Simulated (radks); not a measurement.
The numbers below are computed, except where a source is named.
The mean radii <r> (bohr) of the occupied orbitals of an atom or ion are listed with their occupations. Level of theory: Dirac Kohn-Sham, PW91, spin-unpolarised, spherical densities, point nucleus (a radial shooting solver on a logarithmic mesh with Libxc functionals).

orbital  occ.      <r>
1s1/2       2  0.04029
2s1/2       2   0.1776
2p1/2       2   0.1522
2p3/2       4   0.1563
3s1/2       2   0.5105
3p1/2       2   0.5116
3p3/2       4   0.5221
3d3/2       4   0.5231
3d5/2       6   0.5269
4s1/2       2    1.455
4p1/2       2    1.699
4p3/2       4    1.738
5s1/2       1    5.258

Name the element and its charge. Open shells, if any, are shared by 2j + 1.

Answer. Z = 37, rubidium, charge 0: Rb in [Kr] 5s1. The 1s radius gives Z: for a bare nucleus <r> = (2 gamma + 1)/(2Z) with gamma = sqrt(1 - (Z/c)^2), 0.03954 bohr for Z = 37, and screening makes it slightly larger (0.04029 here). The occupations add up to 37, and the charge is Z minus that.
